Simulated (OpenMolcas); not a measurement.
Ni²⁺: effect of the active space

- Program: OpenMolcas 26.06
- Method: XMS-CASPT2, IPEA 0.25 Eh, imaginary shift 0.1 Eh
- Basis: ANO-RCC-VTZP
- Scalar Hamiltonian: DKH2, point nucleus
- Spin-orbit coupling: state interaction with AMFI integrals over the reference wave functions, term energies averaged over their components

A. 8 electrons in 5 orbitals (3d); 2S+1 = 3 even, 10 roots; 2S+1 = 1 even, 15 roots; closed shells correlated: 3s 3p; CASPT2 step about 1.9 core-seconds
B. 8 electrons in 6 orbitals (3d 4s); 2S+1 = 3 even, 55 roots; 2S+1 = 5 even, 10 roots kept (CI in the orbitals of an earlier block); 2S+1 = 1 even, 50 roots kept (CI in the orbitals of an earlier block); closed shells correlated: 3s 3p; CASPT2 step roughly 60 core-seconds

Energies in cm⁻¹ above 3d⁸ ³F₄, the measured ground level; measured values from Corliss and Sugar, J. Phys. Chem. Ref. Data 10, 197 (1981).

```csv
Level,A,B,Measured
3d⁸ ³F₄,0.0,0.0,0.0
3d⁸ ³F₃,1347,1445,1361
3d⁸ ³F₂,2250,2420,2270
3d⁸ ¹D₂ [66 %],13830,14610,14032
3d⁸ ³P₂ [67 %],16980,16790,16662
3d⁸ ³P₁,17320,16770,16978
3d⁸ ³P₀,17580,17040,17231
3d⁸ ¹G₄,23430,24320,23109
3d⁸ ¹S₀,53450,53650,52532
```

Deviations, from unrounded energies. A percentage is the sum of absolute deviations over the sum of measured energies, with the sign that they share, or ± where signs differ.

| Against measurement | Levels | A | B |
| --- | --- | --- | --- |
| mean absolute deviation (cm-1) | 8 | 310 | 460 |
| fine structure of the ground term (%) | 2 | -0.9 | +6.4 |
| other terms of the ground configuration (%) | 6 | ±1.7 | ±2.4 |

A lies closest to measurement on these levels. The largest miss of A in the table is 3d⁸ ¹S₀, by +920 cm-1. The ranking rests on the paired levels alone, and a cruder setting can come out closer through cancelling errors.

The two smallest mean deviations differ by little beside CASPT2's spread within terms, so their order carries little weight.

Between A and B the level of the table that moves most is 3d⁸ ¹G₄, by 890 cm-1 (lowest in A, highest in B). Moves below CASPT2's spread within the term are not significant.

CASPT2 breaks the degeneracy within a term, and the mean is taken; among the terms shown or strongly mixed into the levels shown the widest spread is 1300 cm-1 (3d⁸ ³F, A). Terms from blocks run as CI alone lack orbitals of their own (holds for B). Computed and measured levels are paired by configuration, term and J; levels that our copy of the source lacks, or whose pairing is in doubt (as where it misses far off the trend of its configuration), stay unpaired and out of the deviations. Levels of configurations outside the active space are missing. The table leaves out levels that lie high or whose names do not pair safely across all columns.

A share in square brackets marks a mixed level and gives the weight of the term that names it, the lowest over the columns.
